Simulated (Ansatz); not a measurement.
**Pulling the pair apart**

The pair of Cl⁻ (SMILES [Cl-], atom 1) and SiH₃Cl (SMILES [SiH3]Cl, atoms 2–6), both closed shells, in one local arrangement (a lower one may exist), relaxed at PBE0-D4/def2-TZVPD:

```xyz
6
angstrom
Cl -0.4887 0.0697 -2.2735
Si 0.0000 0.0000 0.0000
Cl 0.4887 -0.0697 2.2736
H 0.9655 1.1056 -0.1738
H -1.4139 0.2960 0.3130
H 0.4483 -1.4015 -0.1394
```

SiH₃Cl is shifted rigidly along the line between the mean atom positions of the two fragments (negative: closer). Counterpoise interaction energies in kJ/mol. Computed with Ansatz 0.2.0 (basis: def2-TZVPPD); correlated methods freeze the cores.

| shift (Å) | r2SCAN-D4 | PBE-D4 | HF |
| --- | --- | --- | --- |
| -0.23 | -192.6 | -186.2 | -157.2 |
| -0.12 | -213.0 | -207.5 | -181.1 |
| 0.00 | -219.1 | -214.5 | -190.0 |
| 0.12 | -216.5 | -212.7 | -189.7 |
| 0.28 | -204.5 | -201.8 | -181.0 |
| 0.58 | -172.6 | -171.5 | -154.9 |
| 1.16 | -116.0 | -116.7 | -108.1 |
| 2.33 | -56.3 | -58.1 | -57.6 |

(1) What does CCSD(T) give at these shifts? (To be estimated.)

T1 diagnostic: at most 0.011.

Answers

(1) By the calculation: -178.7, -200.9, -208.0, -206.0, -194.7, -163.7, -109.4, -54.1 kJ/mol. For zero shift, CCSD(T) at an estimated basis limit (MP2 extrapolated from triple and quadruple zeta, plus CCSD(T) − MP2 in triple zeta) gives -218.5 kJ/mol. These are counterpoise interaction energies, counted from the two frozen fragments.

For scale, one of the runs: CCSD(T)/def2-TZVPPD, 201 basis functions, launched by `ansatz run in.yaml --threads 2 --pin off --events-out ev --progress --plain --max-ram 5222MiB`. Hardware: 2 CPU threads of an Intel Xeon 6975P-C, shared host. Wall time 21 s; peak host memory 2.3 GiB.
